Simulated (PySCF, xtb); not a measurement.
H₂O₄P, SMILES [O]P(=O)(O)O (connectivity only; charge and spin as stated), charge -1, multiplicity 1. One conformer was computed; it need not be the lowest.

Harmonic wavenumbers (cm⁻¹) from GFN2-xTB in xtb at its own minimum, in rising order: 252, 254, 316, 374, 397, 460, 471, 666, 704, 862, 905, 1077, 1266, 3683, 3689.

What does B3LYP-D3(BJ)/def2-SVPD in PySCF 2.14.0 give at its own minimum? (Estimate from the structure and the level; the computed values follow.)

200, 303, 316, 372, 410, 473, 481, 737, 763, 1028, 1042, 1057, 1278, 3846, 3847. Paired by order, the mean absolute difference is 62 cm⁻¹ and the zero-point energies are 22.0 and 23.1 kcal/mol.
